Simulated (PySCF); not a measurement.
## Electron correlation in Cl+ (chlorine, charge +1)

[Ne] 3s1 3p5, high-spin 3P determinant (an excited configuration). Computed with PySCF 2.14 in ANO-RCC-VTZP (5s4p2d1f, 34 functions), with scalar relativity by spin-free X2C-1e. Frozen: [Ne]; 6 electrons correlated.

```csv
level,correlation energy (mhartree)
CCSD,-234.55
(T),-18.20
CCSD(T),-252.75
CCSDT,-254.07
```

Diagnostics: T1 = 0.017, D1 = 0.0359, largest double amplitude 0.201.

A double-excitation amplitude exceeds 0.15, a sign of near-degeneracy.

Cost of the coupled-cluster step: roughly 0.5 core-seconds, for 6 correlated electrons.
